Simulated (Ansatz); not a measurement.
Harmonic frequencies (cm⁻¹) at PBE0-D4/def2-TZVP from Ansatz: 62, 153, 256, 300, 448, 574, 608, 718, 923, 923, 1308, 1462, 1470, 1973, 2004, 3079, 3180, 3182.

Q: Which molecule is it?
A. `C=[CH][Ga]([Cl])[Cl]`
B. `[OH][Ga]([OH])[OH]`
C. `C[Se][GaH2]`
D. `C[NH][GaH2]`

A: C.
